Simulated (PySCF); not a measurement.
Mapped SMILES: `[CH:1]#[C:2][C:3](=[CH2:4])/[CH:5]=[CH:6]/[F:7]`. Each H is labelled by its parent atom. Ha(C4) is cis to C2; Hb(C4) is trans to C2.

Geometry: PBE0-D3(BJ)/def2-SVP; GIAO shifts from PySCF 2.14.0 with density-fitted response routines, gas phase, non-relativistic, averaged over equivalent atoms.

At PBE0/pcSseg-0 (73 basis functions, 10 s wall time on 1 thread of an Arm Neoverse N1, shared host):
```
 atoms  δ (ppm)
    C6    173.7
    C4    142.7
    C3    132.9
    C5    126.9
    C1     94.7
    C2     87.2
    F7   -107.8
 H(C6)     7.57
Ha(C4)     6.02
Hb(C4)     5.91
 H(C5)     5.84
 H(C1)     3.25
```

References, each an isolated molecule treated in the same way: 13C (σ = 193.52 ppm), 1H (σ = 32.83 ppm) against TMS; 19F (σ = 178.37 ppm) against CFCl3.

What do these become at PBE0/6-31G*?

Answers


```tsv
atoms	δ at PBE0/6-31G*	change
C6	150.9	-22.8
C4	123.3	-19.4
C3	119.2	-13.7
C5	108.4	-18.5
C1	78.0	-16.7
C2	72.7	-14.5
F7	-108.5	-0.7
H(C6)	7.20	-0.37
Ha(C4)	5.49	-0.53
Hb(C4)	5.34	-0.57
H(C5)	5.57	-0.27
H(C1)	2.77	-0.48
```

Scale: TMS for 13C (σ = 194.14 ppm), 1H (σ = 31.96 ppm); 19F (σ = 198.90 ppm) vs CFCl3 (reference shieldings calculated alike).

The largest change is at C6 (alkene CH). Cost: 108 basis functions, 17 s wall time on 1 thread of an Arm Neoverse N1, shared host. The order of the carbon signals is the same at both levels.

Unscaled 19F shifts against computed CFCl3 carry errors that often reach 10 to 50 ppm.
